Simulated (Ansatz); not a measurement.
Geometry optimisation, Ansatz, RKS PBE0/def2-SVP.

Input file:

```yaml
crystal:
  periodic: [false, false, false]
  atoms:
    - { symbol: C, position_ang: [-1.4193, 0.1835, 1.0299] }
    - { symbol: O, position_ang: [-1.2063, 0.0298, -0.3544] }
    - { symbol: C, position_ang: [-1.02487, 1.29038, -0.90922] }
    - { symbol: F, position_ang: [-0.2318, 1.28262, -2.01642] }
    - { symbol: Ge, position_ang: [-2.74702, 2.00427, -1.55857] }
    - { symbol: H, position_ang: [-0.5992, 0.7007, 1.5408] }
    - { symbol: H, position_ang: [-1.7278, -0.7275, 1.5088] }
    - { symbol: H, position_ang: [-2.2858, 0.9432, 1.1104] }
    - { symbol: H, position_ang: [-0.61573, 2.06325, -0.1561] }
    - { symbol: H, position_ang: [-3.7317, 2.19066, -0.32529] }
    - { symbol: H, position_ang: [-2.535, 3.37153, -2.2096] }
    - { symbol: H, position_ang: [-3.37959, 1.0199, -2.54641] }
basis:
  gaussian: { orbitals: def2-SVP }
hamiltonian:
  xc: pbe0
relax:
  f_tol: 0.015
  max_steps: 40
```

Run as:

```bash
$ ansatz run input.yaml --threads 2 --pin off --max-ram 3072MiB --backend cpu --events-out ev --progress --plain --runs-dir out
```

Q: Where does it end, and by what steps?

A: The forces met the threshold. After 17 steps the energy has fallen by 0.554 eV; H8 moved furthest, 1.45 Å.

```json
{"step": "0", "energy less start (eV)": "0.0000", "largest force component (eV/Å)": "2.364", "accepted": "yes"}
{"step": "1", "energy less start (eV)": "-0.3074", "largest force component (eV/Å)": "0.838", "accepted": "yes"}
{"step": "2", "energy less start (eV)": "-0.3537", "largest force component (eV/Å)": "0.249", "accepted": "yes"}
{"step": "3", "energy less start (eV)": "-0.3598", "largest force component (eV/Å)": "0.329", "accepted": "yes"}
{"step": "4", "energy less start (eV)": "-0.3677", "largest force component (eV/Å)": "0.164", "accepted": "yes"}
{"step": "5", "energy less start (eV)": "-0.3758", "largest force component (eV/Å)": "0.095", "accepted": "yes"}
{"step": "6", "energy less start (eV)": "-0.3782", "largest force component (eV/Å)": "0.633", "accepted": "yes"}
{"step": "7", "energy less start (eV)": "-0.3950", "largest force component (eV/Å)": "0.278", "accepted": "yes"}
{"step": "8", "energy less start (eV)": "-0.4241", "largest force component (eV/Å)": "0.532", "accepted": "yes"}
{"step": "9", "energy less start (eV)": "-0.4624", "largest force component (eV/Å)": "0.412", "accepted": "yes"}
{"step": "10", "energy less start (eV)": "-0.4864", "largest force component (eV/Å)": "0.651", "accepted": "yes"}
{"step": "11", "energy less start (eV)": "-0.5150", "largest force component (eV/Å)": "0.537", "accepted": "yes"}
{"step": "12", "energy less start (eV)": "-0.5156", "largest force component (eV/Å)": "0.593", "accepted": "yes"}
{"step": "13", "energy less start (eV)": "-0.5385", "largest force component (eV/Å)": "0.268", "accepted": "yes"}
{"step": "14", "energy less start (eV)": "-0.5519", "largest force component (eV/Å)": "0.052", "accepted": "yes"}
{"step": "15", "energy less start (eV)": "-0.5530", "largest force component (eV/Å)": "0.027", "accepted": "yes"}
{"step": "16", "energy less start (eV)": "-0.5533", "largest force component (eV/Å)": "0.104", "accepted": "yes"}
{"step": "17", "energy less start (eV)": "-0.5540", "largest force component (eV/Å)": "0.015", "accepted": "yes"}
```

```xyz
12
Properties=species:S:1:pos:R:3
C -1.158 0.013 1.126
O -1.948 0.448 0.043
C -1.499 1.579 -0.577
F -0.305 1.337 -1.239
Ge -2.858 2.127 -1.911
H -0.142 -0.261 0.798
H -1.648 -0.870 1.556
H -1.082 0.797 1.904
H -1.275 2.380 0.159
H -4.173 2.475 -1.192
H -2.339 3.363 -2.666
H -3.078 0.964 -2.887
```

Whether the end is a true minimum wasn't checked by a vibrational analysis.

The run took 72 s on 2 threads of Arm Neoverse V2 (shared host), peak memory 0.32 GiB.
